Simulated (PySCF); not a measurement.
Excitation energies in several basis sets

Species: H7NP2Si.
Bonds: N1–Si2, Si2–P3, Si2–P4. Hydrogens: H5, H6 on N1; H7 on Si2; H8, H9 on P3; H10, H11 on P4.

TDDFT with PBE0 (PySCF), vertical singlets, core orbitals frozen in the response, spherical d and f functions. Isolated species at its PBE0-D3(BJ)/def2-SVP geometry (one conformer only).

Compare 6-31+G*, aug-cc-pVDZ, def2-TZVP and def2-TZVPD for this molecule.

```json
{"basis": "6-31+G*", "functions": "98", "diffuse": "yes", "S1 (eV)": "5.88", "S2 (eV)": "6.04", "S3 (eV)": "6.26", "S4 (eV)": "6.32", "S5 (eV)": "6.41", "LUMO (eV)": "-0.27", "α (au)": "86.3"}
{"basis": "aug-cc-pVDZ", "functions": "167", "diffuse": "yes", "S1 (eV)": "5.77", "S2 (eV)": "5.92", "S3 (eV)": "6.16", "S4 (eV)": "6.17", "S5 (eV)": "6.30", "LUMO (eV)": "-0.43", "α (au)": "96.2"}
{"basis": "def2-TZVP", "functions": "184", "diffuse": "no", "S1 (eV)": "6.13", "S2 (eV)": "6.20", "S3 (eV)": "6.26", "S4 (eV)": "6.41", "S5 (eV)": "6.50", "LUMO (eV)": "0.14", "α (au)": "88.5"}
{"basis": "def2-TZVPD", "functions": "229", "diffuse": "yes", "S1 (eV)": "5.92", "S2 (eV)": "6.03", "S3 (eV)": "6.09", "S4 (eV)": "6.15", "S5 (eV)": "6.34", "LUMO (eV)": "-0.23", "α (au)": "95.6"}
```

States are compared by their number. Against the largest diffuse basis here (def2-TZVPD, itself not a converged limit), sets without diffuse functions differ by up to 0.22 eV in S1 and 0.16 eV in S5; the smaller diffuse sets differ by up to 0.15 and 0.07 eV. State by state, the largest deviation of a set without diffuse functions is S1 0.22, S2 0.17, S3 0.17, S4 0.26, S5 0.16 eV. The same number needn't mean the same state in each row. Against def2-TZVPD the polarisability deviates by -10% in 6-31+G*, +1% in aug-cc-pVDZ, -7% in def2-TZVP. A single + in a Pople set puts diffuse functions on heavy atoms only.

Without π bonds the low states are Rydberg-like; a valence basis with one diffuse set may place them up to an eV too high.
